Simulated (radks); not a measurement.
Charge is removed step by step from the 3s level of the chlorine ion Cl2+, starting from [Ne] 3s2 3p3. All-electron calculation, scalar-relativistic Kohn-Sham, SCAN, spin-unpolarised, spherical densities, finite nucleus; meta-GGA in the generalised Kohn-Sham scheme; Fermi nuclear charge, rms radius 3.3654 fm. Program: a radial shooting solver on a logarithmic mesh with Libxc functionals.

removed (e)	E - E(0) (eV)	eigenvalue (eV)	E minus straight line (eV)
0	0.000	-45.830	0.000
0.125	5.843	-47.584	-0.777
0.25	11.890	-49.351	-1.351
0.375	18.176	-51.131	-1.685
0.5	24.677	-52.923	-1.804
0.625	31.420	-54.725	-1.682
0.75	38.369	-56.537	-1.353
0.875	45.548	-58.357	-0.794
1	52.963	-60.184	0.000

Removing the whole electron costs 52.963 eV by Delta-SCF, against 45.830 eV from minus the eigenvalue at the starting occupation. Slater's transition state (half an electron removed) gives 52.923 eV. Integrating minus the eigenvalue over the occupation (Janak's theorem) gives 52.951 eV. In this scalar-relativistic scheme the density is built from large components alone, so the theorem holds only approximately. The mean slope of the eigenvalue, de/dn, is 14.4 eV per electron.
